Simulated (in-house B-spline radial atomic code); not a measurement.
Computed with a B-spline radial atomic code. Model: two electrons, singlet ground state, non-relativistic, full CI in B-splines with partial waves to l = 8 (at full coupling up to 3e-4 hartree above the limit, correlation up to 0.6 % small), density held at that of full coupling by Lieb maximisation.

Along the adiabatic connection the electron repulsion is scaled by a coupling λ while a local potential keeps the density fixed. At λ = 0 the system is the Kohn-Sham one and W equals the exchange energy; the exchange-correlation energy is the area under W between 0 and 1. The kinetic energy rises with λ as the electrons avoid each other, with dT/dλ = −λ dW/dλ.

Command:
```bash
python run_ac.py task.json out
```
Settings (lengths in bohr, energies in hartree):
```
potential              gauss
strength               17.7
lmax                   8
second                 1.7
```

Cost of the run: 18 s on 1 thread of Intel(R) Xeon(R) Processor @ 2.30GHz, with other jobs on the host.

**W = mean repulsion less Hartree energy, and W of three functionals.**

Given: confinement Gaussian well; well depth 17.7 hartree; well width 1.7 bohr; external potential -V exp(-r^2/w^2).

Computed: PBE exchange minus exact 56.645 millihartree; SCAN exchange minus exact 5.4771 millihartree.

| coupling | W xc (hartree) | W xc minus exchange (millihartree) | kinetic minus Kohn-Sham (millihartree) | LDA (PW92) W minus its exchange (millihartree) | PBE W minus its exchange (millihartree) | SCAN W minus its exchange (millihartree) |
| --- | --- | --- | --- | --- | --- | --- |
| 0 | -1.3411 | 0 | 0 | 0 | 0 | 0 |
| 0.02 | -1.343 | -1.959 | 0.02 | -12.67 | -3.17 | -1.9 |
| 0.05 | -1.3459 | -4.872 | 0.12 | -26.19 | -7.78 | -4.69 |
| 0.12 | -1.3526 | -11.551 | 0.69 | -50.72 | -18.01 | -11.02 |
| 0.25 | -1.3646 | -23.532 | 2.9 | -85.54 | -35.47 | -22.26 |
| 0.4 | -1.3778 | -36.708 | 7.17 | -117.44 | -53.73 | -34.51 |
| 0.6 | ? | ? | ? | ? | ? | ? |
| 0.8 | -1.4098 | -68.751 | 26.25 | -181.84 | -95.56 | -64.22 |
| 1 | -1.4243 | -83.257 | 39.3 | -207.52 | -113.7 | -77.71 |
| 1.4 | ? | ? | ? | ? | ? | ? |
| 2 | -1.4847 | -143.64 | 128.34 | -302.98 | -186.67 | -134.86 |
| 3 | -1.53 | -188.91 | 240.5 | -368.51 | -240.63 | -179.42 |
| 4.5 | -1.5797 | -238.63 | 424.74 | -438.73 | -301.02 | -230.65 |
| 7 | -1.6345 | -293.43 | 734.48 | -517.18 | -370.8 | -290.22 |
| 10 | -1.6762 | -335.15 | 1084.6 | -579.41 | -427.46 | -337.26 |

(1) What belongs in the row 0.6?

(2) What belongs in the row 1.4?

(3) What is the LDA exchange minus exact?

**Energy parts, natural occupations and partial-wave weights.**

Computed: total energy -24.2370 hartree; exchange energy -1.3411 hartree; correlation energy -0.043961 hartree; kinetic part of the DFT correlation energy 0.039296 hartree; initial slope twice GL2 -0.098293 hartree; Hartree energy 2.6821 hartree; Lieb Oxford ratio E_xc over LDA exchange 1.2089.

```csv
natural,occupation of the shell (electrons)
s,1.9902
p,0.0086977
s,0.00057287
d,?
p,8.1984e-05
f,4.555e-05
```

(4) What belongs in the row d?

```json
{"wave": "s", "weight": "0.99539"}
{"wave": "p", "weight": "0.0043925"}
{"wave": "d", "weight": "?"}
{"wave": "f", "weight": "2.5285e-05"}
{"wave": "g", "weight": "5.7444e-06"}
```

(5) What belongs in the row d?

(6) What is the kinetic part over minus potential part?

(7) What is the Kohn-Sham kinetic?

Answers

(1) W xc (hartree): -1.3943; W xc minus exchange (millihartree): -53.264; kinetic minus Kohn-Sham (millihartree): 15.43; LDA (PW92) W minus its exchange (millihartree): -152.38; PBE W minus its exchange (millihartree): -75.71; SCAN W minus its exchange (millihartree): -49.86.

(2) W xc (hartree): -1.4507; W xc minus exchange (millihartree): -109.64; kinetic minus Kohn-Sham (millihartree): 70.85; LDA (PW92) W minus its exchange (millihartree): -250.96; PBE W minus its exchange (millihartree): -145.94; SCAN W minus its exchange (millihartree): -102.44.

(3) 195.41 millihartree.

(4) occupation of the shell (electrons): 0.00035415.

(5) weight: 0.00018602.

(6) 0.47199.

(7) 4.2083 hartree.

Half-way to full coupling W has made 54 % of its drop, against 50 % for a straight line, and second-order (GL2) theory, half the initial slope, overshoots the correlation energy by about 12 %: a moderate bend, as in light atoms. Over couplings 0 to 1 the errors in E_xc come to about +112 millihartree for LDA, +38 millihartree for PBE, +8.2 millihartree for SCAN, so SCAN is nearest. In LDA and PBE the errors of exchange and correlation have opposite signs, so the sum is smaller than the larger of the two.
